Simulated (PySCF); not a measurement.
A PySCF script (with the pyscf-properties extension) for the NMR shieldings of `CC(=O)c1ccn[n-]1`, [C5H5N2O]-, on a GFN2-xTB geometry:

```python
import basis_set_exchange as bse
import numpy as np
from pyscf import gto, dft
from pyscf.prop import nmr

atoms = """
C    -2.126379   -0.467445   -0.260486
C    -1.074122    0.313634    0.520613
O    -1.415933    1.076155    1.427598
C     0.271358    0.092461    0.101378
C     1.462992    0.706311    0.557288
C     2.440318    0.101346   -0.199565
N     1.890850   -0.806564   -1.037416
N     0.593446   -0.814396   -0.861652
H    -1.744219   -1.454615   -0.499769
H    -2.319050    0.054831   -1.196722
H    -3.052719   -0.528765    0.309749
H     1.559547    1.468326    1.310085
H     3.509522    0.259208   -0.188829
"""
names = dict.fromkeys(["C", "O", "N", "H"], "pcSseg-1")
basis = {el: gto.basis.parse(bse.get_basis(n, elements=[el], fmt="nwchem")) for el, n in names.items()}
mol = gto.M(atom=atoms, basis=basis, charge=-1, verbose=0)
mf = dft.RKS(mol, xc="PBE0")
mf.grids.level = 2
mf.grids.alignment = dft.numint.BLKSIZE   # the property module wants whole blocks of grid points
mf.conv_tol = 1e-9
mf.kernel()

calc = nmr.RKS(mf)   # GIAO
C = mf.mo_coeff
Co = C[:, mf.mo_occ > 0]
resp = mf.gen_response(singlet=True, hermi=2)
def vind(x):   # induced exchange potential for any number of trial vectors
    d = np.einsum("pi,xij,qj->xpq", C, 2 * x.reshape(-1, C.shape[1], Co.shape[1]), Co, optimize=True)
    return np.einsum("xpq,pi,qj->xij", resp(d - d.transpose(0, 2, 1)), C, Co, optimize=True).ravel()
mo1, _ = nmr.rhf.solve_mo1(calc, with_cphf=vind)
sigma = calc.kernel(mo1)
for i, s in enumerate(sigma):   # ppm
    print("%2d %-2s %9.2f" % (i, mol.atom_pure_symbol(i), np.trace(s) / 3))
```

Q: What does it print?

A: 
```
 0 C     158.27
 1 C      -8.20
 2 O    -203.67
 3 C      30.97
 4 C      78.82
 5 C      47.86
 6 N    -130.13
 7 N    -139.11
 8 H      27.49
 9 H      29.45
10 H      30.74
11 H      24.97
12 H      24.35
```

These numbers come from an equivalent density-fitted implementation of the same equations, which agrees with the script to about 0.01 ppm for H and up to a few tenths of a ppm for heavy atoms, so last digits may differ.

Q: Turn these shieldings into chemical shifts. References, each an isolated molecule treated in the same way: TMS for $^{13}$C (σref 186.93) and $^{1}$H (σref 31.72); $^{17}$O (σref 336.08) vs H2O; $^{15}$N (σref 267.73) against NH3.

A: Averaging equivalent atoms: C 1: 195.1; C 3: 156.0; C 5: 139.1; C 4: 108.1; C 0: 28.7; O 2: 539.7; N 7: 406.8; N 6: 397.9; H 12: 7.36; H 11: 6.74; H 8/9/10: 2.49 ppm. Unscaled 17O shifts of doubly bonded oxygen tend to come out too high, by tens of ppm or more. Experimental scales use liquid or dissolved standards, which lie at an offset from isolated NH3 (liquid NH3: subtract about 20 ppm) and H2O (liquid H2O: subtract about 36 ppm). Unscaled 15N shifts of sp2 nitrogen come out 20 to 40 ppm too high even then.

Size and cost of the density-fitted run: 161 basis functions, 22 s wall time on 1 thread of an Arm Neoverse V1, shared host.
